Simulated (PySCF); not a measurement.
isobutene (C4H8), singlet, geometry from GFN2-xTB. Base run: CCSD(T)/cc-pVDZ in PySCF.

Input for PySCF:
```python
from pyscf import gto, scf, cc

mol = gto.M(
    atom='''
C    -0.00358310   -0.00726810    1.44953113
C    -0.00031404   -0.00063701    0.12704302
H    -0.00279626    0.90390212    2.02374365
H    -0.00718605   -0.92415062    2.01456675
C     0.00471228    1.26727735   -0.67219236
H     0.00522655    2.14004904   -0.02485143
H     0.88583506    1.30548006   -1.31233657
H    -0.87305594    1.30972549   -1.31666310
C    -0.00135772   -1.26047284   -0.68488177
H    -0.00505058   -2.13969210   -0.04633590
H    -0.87930414   -1.29223249   -1.32972503
H     0.87958687   -1.29647792   -1.32539850
''',
    basis='cc-pvdz',
    verbose=4,
    max_memory=1800,
)

mf = scf.RHF(mol)
mf.kernel()

mycc = cc.CCSD(mf, frozen=4)
mycc.kernel()
et = mycc.ccsd_t()
print('E(CCSD(T)) = %.10f' % (mycc.e_tot + et))
```

Variants of this job, named by their change:

| change | ΔE vs base (kcal/mol) | MP2 correlation (Eh) | CC correlation without the perturbative part (Eh) | basis functions | core-seconds (rough) |
|---|---|---|---|---|---|
| base | 0.000 | -0.56049 | -0.61446 | 96 | 30 |
| method = cisd | … | - | - | 96 | 20 |
| method = ccsd | 12.28 | -0.56049 | -0.61446 | 96 | 20 |
| method = mp2 | 46.14 | -0.56049 | - | 96 | 2 |

Question: Fill in the missing entries.

Answer: 
- method = cisd, ΔE vs base (kcal/mol): 70.0
